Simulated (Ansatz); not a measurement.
Sn(OtBu)2 (C₈H₁₈O₂Sn), relaxed as a singlet with RKS r2SCAN-D4/def2-SVP in Ansatz, starting from the GFN2-xTB geometry. Force threshold 0.03 eV/Å.

In the def2 sets Sn takes a core potential; there is no spin–orbit coupling.

Start:

Cartesian coordinates in Å:
```
Sn -0.015 -0.638 2.111
O -1.702 -0.564 1.016
C -2.712 -0.435 0.051
C -3.302 0.977 0.129
C -2.122 -0.671 -1.343
C -3.805 -1.471 0.337
H -4.094 1.104 -0.604
H -3.704 1.150 1.124
H -2.517 1.706 -0.058
H -1.329 0.050 -1.523
H -2.886 -0.570 -2.108
H -1.693 -1.670 -1.390
H -4.206 -1.313 1.335
H -3.380 -2.471 0.290
H -4.610 -1.391 -0.388
O 1.687 -0.089 1.186
C 2.709 0.324 0.318
C 3.902 -0.627 0.470
C 2.201 0.295 -1.126
C 3.132 1.750 0.690
H 4.720 -0.324 -0.179
H 4.244 -0.622 1.502
H 3.595 -1.638 0.212
H 1.877 -0.713 -1.375
H 2.979 0.608 -1.817
H 1.346 0.961 -1.218
H 3.476 1.772 1.721
H 2.277 2.415 0.596
H 3.931 2.096 0.039
```

```tsv
step	energy (eV)	largest force component (eV/Å)	SCF passes
1	-18502.2367	0.584	21
2	-18502.3740	0.286	21
3	-18502.4107	0.170	21
4	-18502.4182	0.079	21
5	-18502.4281	0.066	21
6	-18502.4375	0.097	19
7	-18502.4443	0.139	21
8	-18502.4543	0.207	20
9	-18502.4635	0.187	21
10	-18502.4731	0.191	21
11	-18502.4777	0.152	21
13	-18502.4873	0.159	20
15	-18502.5010	0.115	20
17	-18502.5137	0.153	21
19	-18502.5257	0.074	21
21	-18502.5287	0.046	22
23	-18502.5321	0.085	21
25	-18502.5366	0.106	20
27	-18502.5541	0.217	21
29	-18502.6106	0.243	22
31	-18502.7004	0.488	22
33	-18502.7714	0.406	21
35	-18502.7893	0.162	22
37	-18502.7906	0.010	23
```

Force components are those of the run's own axes.

End:

| atom | x (Å) | y (Å) | z (Å) |
| --- | --- | --- | --- |
| Sn1 | 0.3032 | -1.1322 | 1.8956 |
| O2 | -1.6170 | -1.1670 | 1.3678 |
| C3 | -2.3770 | -0.6479 | 0.2757 |
| C4 | -2.2443 | 0.8775 | 0.2399 |
| C5 | -1.8728 | -1.2612 | -1.0340 |
| C6 | -3.8268 | -1.0568 | 0.5401 |
| H7 | -2.8646 | 1.3118 | -0.5609 |
| H8 | -2.5725 | 1.3054 | 1.2011 |
| H9 | -1.1939 | 1.1550 | 0.0637 |
| H10 | -0.8244 | -0.9707 | -1.2023 |
| H11 | -2.4764 | -0.9198 | -1.8907 |
| H12 | -1.9373 | -2.3601 | -0.9827 |
| H13 | -4.1669 | -0.6394 | 1.5006 |
| H14 | -3.9049 | -2.1535 | 0.5976 |
| H15 | -4.4955 | -0.6962 | -0.2581 |
| O16 | 0.9380 | -0.0726 | 0.2843 |
| C17 | 2.2252 | 0.4430 | -0.0229 |
| C18 | 3.3298 | -0.5063 | 0.4562 |
| C19 | 2.2835 | 0.5896 | -1.5456 |
| C20 | 2.3743 | 1.8123 | 0.6497 |
| H21 | 4.3282 | -0.1437 | 0.1638 |
| H22 | 3.3220 | -0.6013 | 1.5558 |
| H23 | 3.1866 | -1.5080 | 0.0185 |
| H24 | 2.1509 | -0.3935 | -2.0236 |
| H25 | 3.2460 | 1.0138 | -1.8741 |
| H26 | 1.4713 | 1.2484 | -1.8891 |
| H27 | 2.3194 | 1.7066 | 1.7463 |
| H28 | 1.5596 | 2.4797 | 0.3290 |
| H29 | 3.3364 | 2.2874 | 0.3981 |

By distances, no bond broke or formed. The bond that changes most is O2–C3, from 1.40 to 1.43 Å (atoms count from 1).

No frequencies were taken in this run, so the end may be a saddle point.

It took 81 s on 2 threads of AMD EPYC 7R13 on a shared host and a share (18 GiB) of an NVIDIA H100 80GB HBM3, peak host memory 0.92 GiB.
